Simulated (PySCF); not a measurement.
**ZnBi⁺: frontier orbitals**

PBE at R = 2.707 Å; PySCF, scalar-relativistic core potentials, basis sets Zn def2-SVP, Bi def2-SVP with ECP60. State: ³Σ⁻ (triplet), unpaired electrons π ↑↑. Only the outer orbitals are listed, counted within each symmetry, core potentials removing the inner ones.

```json
{"spin": "α", "orbital": "10σ", "occ.": "1", "ε (eV)": "-17.15", "on Zn (%)": "97", "main shells (%)": "97 Zn d"}
{"spin": "α", "orbital": "5π", "occ.": "1", "ε (eV)": "-17.12", "on Zn (%)": "100", "main shells (%)": "100 Zn d"}
{"spin": "α", "orbital": "5π", "occ.": "1", "ε (eV)": "-17.12", "on Zn (%)": "100", "main shells (%)": "100 Zn d"}
{"spin": "α", "orbital": "2δ", "occ.": "1", "ε (eV)": "-17.02", "on Zn (%)": "100", "main shells (%)": "100 Zn d"}
{"spin": "α", "orbital": "2δ", "occ.": "1", "ε (eV)": "-17.02", "on Zn (%)": "100", "main shells (%)": "100 Zn d"}
{"spin": "α", "orbital": "11σ", "occ.": "1", "ε (eV)": "-12.71", "on Zn (%)": "62", "main shells (%)": "60 Zn s, 35 Bi p"}
{"spin": "α", "orbital": "6π", "occ.": "1", "ε (eV)": "-10.45", "on Zn (%)": "4", "main shells (%)": "96 Bi p"}
{"spin": "α", "orbital": "6π", "occ.": "1", "ε (eV)": "-10.45", "on Zn (%)": "4", "main shells (%)": "96 Bi p"}
{"spin": "α", "orbital": "12σ", "occ.": "0", "ε (eV)": "-9.36", "on Zn (%)": "56", "main shells (%)": "44 Bi p, 38 Zn s, 18 Zn p"}
{"spin": "α", "orbital": "7π", "occ.": "0", "ε (eV)": "-5.34", "on Zn (%)": "91", "main shells (%)": "91 Zn p"}
{"spin": "α", "orbital": "7π", "occ.": "0", "ε (eV)": "-5.34", "on Zn (%)": "91", "main shells (%)": "91 Zn p"}
{"spin": "β", "orbital": "10σ", "occ.": "1", "ε (eV)": "-17.12", "on Zn (%)": "96", "main shells (%)": "96 Zn d"}
{"spin": "β", "orbital": "5π", "occ.": "1", "ε (eV)": "-17.12", "on Zn (%)": "100", "main shells (%)": "100 Zn d"}
{"spin": "β", "orbital": "5π", "occ.": "1", "ε (eV)": "-17.12", "on Zn (%)": "100", "main shells (%)": "100 Zn d"}
{"spin": "β", "orbital": "2δ", "occ.": "1", "ε (eV)": "-17.03", "on Zn (%)": "100", "main shells (%)": "100 Zn d"}
{"spin": "β", "orbital": "2δ", "occ.": "1", "ε (eV)": "-17.03", "on Zn (%)": "100", "main shells (%)": "100 Zn d"}
{"spin": "β", "orbital": "11σ", "occ.": "1", "ε (eV)": "-12.40", "on Zn (%)": "72", "main shells (%)": "71 Zn s, 25 Bi p"}
{"spin": "β", "orbital": "12σ", "occ.": "0", "ε (eV)": "-9.01", "on Zn (%)": "50", "main shells (%)": "50 Bi p, 26 Zn s, 24 Zn p"}
{"spin": "β", "orbital": "6π", "occ.": "0", "ε (eV)": "-8.94", "on Zn (%)": "8", "main shells (%)": "92 Bi p"}
{"spin": "β", "orbital": "6π", "occ.": "0", "ε (eV)": "-8.94", "on Zn (%)": "8", "main shells (%)": "92 Bi p"}
```

Which are the highest filled and the lowest empty level, where do they sit, and how wide is the gap?

Highest filled α 6π at -10.45 eV (in %: 96 Bi p); lowest empty α 12σ at -9.36 eV (in %: 44 Bi p, 38 Zn s, 18 Zn p); the gap at PBE is 1.09 eV.

```
bond order (Mayer)                                                                                                 : 1.03
⟨S²⟩                                                                                                               : 2.014
charge on Zn (Mulliken, basis-dependent)                                                                           : 0.55
charge on Zn (Löwdin, basis-dependent)                                                                             : 0.64
dipole moment (positive dipole points towards Bi; it is taken about the centre of mass and depends on that origin) : -4.62 D
polarisability along the bond                                                                                      : 96.2 bohr³
polarisability across the bond                                                                                     : 38.7 bohr³
```

These are scalar-relativistic numbers at best; spin–orbit coupling would shift them, the dissociation energy most. The state is the lowest determinant that a PBE0 search found; another state may lie lower at other levels.
